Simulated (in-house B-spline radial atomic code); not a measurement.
How numerical settings move a run on Ba III (Ba2+), [Kr] 4d10 5s2 5p6. Computed with a B-spline radial code for spherical atoms: scalar-relativistic (X2C) CAM-B3LYP, spherical fractional occupations, Fermi nucleus of rms radius 4.8378 fm.

Command:
```bash
python run_scf.py task.json out
```
Settings of the sound reference run:
```
Z                56
electrons        54
configuration    [Kr] 4d10 5s2 5p6
hamiltonian      x2c
method           camb3lyp
spin_polarised   False
nucleus          fermi
rms_radius       4.8378
mass_number      138
atomic_mass      137.9052
speed_of_light   137.036
knot_spacing     0.22
spline_order     8
gauss_points     12
box_radius       22.22
max_iterations   70
damping          0.5
damped_steps     3
diis_vectors     10
tolerance        1e-08
start            Thomas-Fermi
```

Cost of the run: 0.58 s on 1 thread of AMD EPYC 7R43 64-Core Processor, on a shared host.

It converges in 9 iterations to -8134.691070 hartree, with 5p at -33.9275 eV. The other runs change the listed settings, some to values that make no sense; their results aren't properties of the atom or ion. Radii are in bohr (the nuclear one in fm), a minus after a letter asks for a j subshell, and «unchanged» means within 1e-8 hartree. The run stops when the residual is below 10 × tolerance × max(1, Z/10), or a noise floor if that is larger, and the energy moves by less than 1e-8 × √|E| hartree; so very loose and very tight tolerances often act alike.

```tsv
changed settings	outcome
tolerance = 1e-13	converged in 10 iterations, energy unchanged, 5p level -7.9e-06 eV
max_iterations = 5, diis_vectors = 4, start = bare nucleus	not converged after 5 iterations, last residual 1.6e-01, last energy +6.97e-01 hartree from the reference
knot_spacing = 2, gauss_points = 8, max_iterations = 100, damped_steps = 1, tolerance = 0.01	converged in 6 iterations, energy +7.03e+02 hartree from the reference, 5p level -2.6e+00 eV (the program warns: 5p reaches the box edge; 1s reaches the box edge)
box_radius = 11.11	converged in 9 iterations, energy -5.04e-07 hartree from the reference, 5p level -1.7e-06 eV
tolerance = 1e-06	converged in 8 iterations, energy unchanged, 5p level +4.2e-04 eV
box_radius = 4.44	converged in 9 iterations, energy +4.33e-02 hartree from the reference, 5p level +7.3e-01 eV (the program warns: 5p reaches the box edge; 4d reaches the box edge)
box_radius = 6.67	converged in 9 iterations, energy +1.59e-04 hartree from the reference, 5p level +5.9e-03 eV (the program warns: 5p reaches the box edge; 5s reaches the box edge)
damping = 0.2	converged in 9 iterations, energy unchanged, 5p level +1.2e-06 eV
box_radius = 0.89	converged in 8 iterations, energy +4.53e+02 hartree from the reference, 5p level +1.3e+03 eV (the program warns: 5p has a positive eigenvalue: unbound, held by the box; 4s has a positive eigenvalue: unbound, held by the box)
box_radius = 88.88	converged in 9 iterations, energy -2.30e-07 hartree from the reference
gauss_points = 5, first_knot = 1.79e-05, max_iterations = 60, start = bare nucleus	converged in 11 iterations, energy -9.45e-07 hartree from the reference, 5p level -1.2e-05 eV
electrons = 55, configuration = [Kr] 4d10 5s2 5p6 1f1, max_iterations = 60	stopped with error: there is no 1f shell
hamiltonian = dirac, method = tpss,tpss	stopped with error: meta-GGAs are not served with the Dirac Hamiltonian
damping = 0.95	converged in 10 iterations, energy unchanged, 5p level +1.7e-06 eV
knot_spacing = 1, spline_order = 6, box_radius = 3.33, max_iterations = 50, damping = 0.2	converged in 9 iterations, energy +3.84e+01 hartree from the reference, 5p level +6.0e+00 eV (the program warns: 5p reaches the box edge; 2s reaches the box edge)
```

What happens with max_iterations = 60, damped_steps = 8, diis_vectors = 20?

Converged in 12 iterations, energy unchanged, 5p level -4.1e-06 eV.

What happens with box_radius = 2.22?

Converged in 8 iterations, energy +7.60e+00 hartree from the reference, 5p level +4.4e+01 eV (the program warns: 5p has a positive eigenvalue: unbound, held by the box; 4s reaches the box edge).

What happens with damping = 0.8?

Converged in 10 iterations, energy unchanged, 5p level -6.4e-06 eV.

What happens with box_radius = 44.44?

Converged in 9 iterations, energy -5.99e-07 hartree from the reference, 5p level -4.6e-07 eV.
